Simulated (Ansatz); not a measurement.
`[CH3][GeH2][I]` + `C[SeH]` → `[CH3][GeH2][Se]C` + HI at 700 K and 1 bar (ligand exchange at a Ge–I bond).

Calculated with Ansatz (gas phase, PBE0-D4/def2-TZVP geometries, no zero-point term in ΔE). CCSD(T)/CBS is the MP2 limit (def2-TZVPP, def2-QZVPP) plus CCSD(T) − MP2 in def2-TZVPP, frozen cores. Elements past krypton have def2 core potentials. For Ge, I, Se outer-core shells are correlated without core-valence functions, which leaves a few kJ/mol of doubt a bond. Scalar relativity is left out up to krypton. Each species was taken in one conformer, which may not be the lowest.

```tsv
species	CCSD(T)/CBS energy (Eh)	H − E (kJ/mol)	S (J/(mol·K))
`[CH3][GeH2][I]`	-2414.65603	199.6	421.3
`C[SeH]`	-2441.15625	157.6	325.3
`[CH3][GeH2][Se]C`	-4557.76484	323.1	507.4
HI	-298.03592	34.6	231.7
```

H − E and S are ideal-gas, rigid-rotor, harmonic terms from PBE0-D4/def2-TZVP, for one conformer and one mirror image of each species. 1 Eh = 2625.50 kJ/mol, R = 8.31446 J/(mol·K).

By hand: ΔE, ΔH, ΔS and ΔG.

ΔE = (-4557.76484) + (-298.03592) − (-2414.65603) − (-2441.15625) = 0.01152 Eh = 30.2 kJ/mol. Δ(H − E) = 323.1 + 34.6 − 199.6 − 157.6 = 0.5, so ΔH = 30.7 kJ/mol. ΔS = 507.4 + 231.7 − 421.3 − 325.3 = -7.5 J/(mol·K). ΔG = 30.7 − 700 × (-7.5)/1000 = 36.0 kJ/mol.

By hand: the equilibrium constant, and the temperature at which ΔG would vanish if ΔH and ΔS stayed fixed.

log₁₀ K = −ΔG/(RT ln 10) = -2.7. ΔH and −TΔS have one sign here, so there is no such temperature.

The number of gas molecules stays the same, so ΔS is small and ΔH decides. A doubt of 5 kJ/mol in ΔE shifts log₁₀ K by 0.4 here. Other conformers and mirror images would add mixing entropy, several J/(mol·K) or more a flexible species. Modes under 60 cm⁻¹, often nearly free rotors, make the harmonic entropy too high. These are equilibria of isolated gas molecules and say nothing of rates. Largest T1 diagnostic: 0.010 (customary marks: 0.02 for closed shells, 0.045 for open ones).

ΔS is within the doubt of such terms, so its sign, and with it that verdict, could turn.
